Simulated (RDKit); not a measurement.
Input file for RDKit: UFF on F2OS (SMILES O=S(F)F).

```python
from rdkit import Chem
from rdkit.Chem import AllChem, rdDetermineBonds

blocks = [
'''4

F     1.03289358   -0.16370643   -0.92711195
S     0.02220744    0.50255263    0.12864359
F    -1.26959717   -0.15528658   -0.56310176
O     0.21459615   -0.18355961    1.36147012
''',
]
mol = None
for b in blocks:
    f = Chem.MolFromXYZBlock(b)
    rdDetermineBonds.DetermineBonds(f, charge=0)
    mol = f if mol is None else Chem.CombineMols(mol, f)
Chem.SanitizeMol(mol)
print(Chem.MolToSmiles(Chem.RemoveHs(mol)))
ff = AllChem.UFFGetMoleculeForceField(mol, vdwThresh=100.0, ignoreInterfragInteractions=False)
e = ff.CalcEnergy()
print(f'UFF energy {e:.6f} kcal/mol')
```

It printed:

```
[00:53:24] UFFTYPER: Unrecognized charge state for atom: 1
[O-][S+](F)F
UFF energy 37.723194 kcal/mol
```

The run finished.

Cost: around 0.010 core-seconds (rough).
